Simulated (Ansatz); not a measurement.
Total energies of `Cl[SiH]1PS1`.

Z-matrix (Å, degrees):
```
Si
P 1 2.200
S 1 2.083 2 61.7
Cl 1 2.039 2 120.9 3 108.6
H 1 1.473 2 121.6 3 -107.5
H 2 1.427 1 92.1 3 -97.0
```

Charge 0, multiplicity 1. Geometry: relaxed with PBE0-D4/def2-TZVP. Basis def2-TZVPP, the Gaussian-basis code of Ansatz.

RPA on PBE orbitals: Hartree–Fock energy of these orbitals -1487.93137 Eh, correlation -1.06257 Eh (frozen core).

```json
{"functional": "LDA (SPW92)", "energy without D4 (Eh)": "-1485.29559", "D4 term (kJ/mol)": "–"}
{"functional": "revPBE", "energy without D4 (Eh)": "-1490.28814", "D4 term (kJ/mol)": "-56.8"}
{"functional": "r2SCANh", "energy without D4 (Eh)": "-1490.45470", "D4 term (kJ/mol)": "-5.4"}
{"functional": "HSE06 (plane-wave form)", "energy without D4 (Eh)": "-1490.00223", "D4 term (kJ/mol)": "-18.2"}
{"functional": "BHLYP", "energy without D4 (Eh)": "-1490.55752", "D4 term (kJ/mol)": "-33.1"}
{"functional": "CAM-B3LYP", "energy without D4 (Eh)": "-1490.59615", "D4 term (kJ/mol)": "-20.0"}
{"functional": "LC-ωPBE", "energy without D4 (Eh)": "-1490.12367", "D4 term (kJ/mol)": "–"}
{"functional": "ωB97X-V", "energy without D4 (Eh)": "-1490.33622", "D4 term (kJ/mol)": "–"}
{"functional": "B2PLYP", "energy without D4 (Eh)": "-1490.06475", "D4 term (kJ/mol)": "–"}
{"functional": "PBE-QIDH", "energy without D4 (Eh)": "-1489.68767", "D4 term (kJ/mol)": "–"}
```

Give the same for PBE, BLYP, r2SCAN, B97M-V, PBE0, B3LYP, r2SCAN0, ωB97M-V. (An estimate is asked.)

Ansatz gave: 
```csv
functional,energy without D4 (Eh),D4 term (kJ/mol)
PBE,-1489.90644,-22.6
BLYP,-1490.55376,-48.7
r2SCAN,-1490.46210,-4.9
B97M-V,-1490.19200,–
PBE0,-1490.03047,-19.2
B3LYP,-1490.63227,-37.4
r2SCAN0,-1490.44464,-6.0
ωB97M-V,-1490.48424,–
```

B3LYP takes the VWN-RPA correlation (the form of Gaussian; ORCA's B3LYP/G). HSE06 is the plane-wave form, built on full-range PBE exchange. The double hybrids freeze the cores in their second-order part.

LC-ωPBE has ω = 0.4 bohr⁻¹.
